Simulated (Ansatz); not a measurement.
One change: `[BH2][AlH][O][SiH3]` becomes `[SiH3][O][AlH][O][SiH3]`.

Ansatz, PBE0-D4/def2-TZVP geometries, multiplicity 1. Each molecule was computed in one conformer, which needn't be the lowest.

| property | `[BH2][AlH][O][SiH3]` |
| --- | --- |
| HOMO energy (PBE0/def2-TZVPP) / eV | -7.48 |
| LUMO energy (B3LYP/def2-TZVPP) / eV | -2.69 |
| HOMO energy (B3LYP/def2-TZVPP) / eV | -7.29 |
| size of the dipole moment (PBE/def2-TZVPP) / D | 0.80 |
| ideal-gas entropy at 298 K and 1 bar (rigid rotor, harmonic PBE0-D4/def2-TZVP) / J/(mol·K) | 386 |
| LUMO energy (ωB97M-V/def2-TZVPP) / eV | -0.56 |

**Question.** Give the same properties after the change, and the shifts. (Best estimate.)

**Answer.** The calculation gave: 
```csv
property,`[SiH3][O][AlH][O][SiH3]`,shift
HOMO energy (PBE0/def2-TZVPP) / eV,-8.69,-1.21
LUMO energy (B3LYP/def2-TZVPP) / eV,-0.73,1.96
HOMO energy (B3LYP/def2-TZVPP) / eV,-8.47,-1.18
size of the dipole moment (PBE/def2-TZVPP) / D,0.26,-0.54
"ideal-gas entropy at 298 K and 1 bar (rigid rotor, harmonic PBE0-D4/def2-TZVP) / J/(mol·K)",441,55
LUMO energy (ωB97M-V/def2-TZVPP) / eV,1.02,1.58
```

With PBE0 the HOMO falls by 1.21 eV and the LUMO rises by 2.01 eV, so the gap widens by about 3.22 eV. PBE moves the HOMO by -0.97 eV and ωB97M-V by -1.38 eV. The zero-point energy changes by 28.7 kJ/mol with +6 modes. Dipoles are sizes alone; their direction can turn. Modes under 60 cm⁻¹, often nearly free rotors, make the harmonic entropy too high.

B3LYP here is the variant with VWN-RPA as its local correlation; programs differ in this.
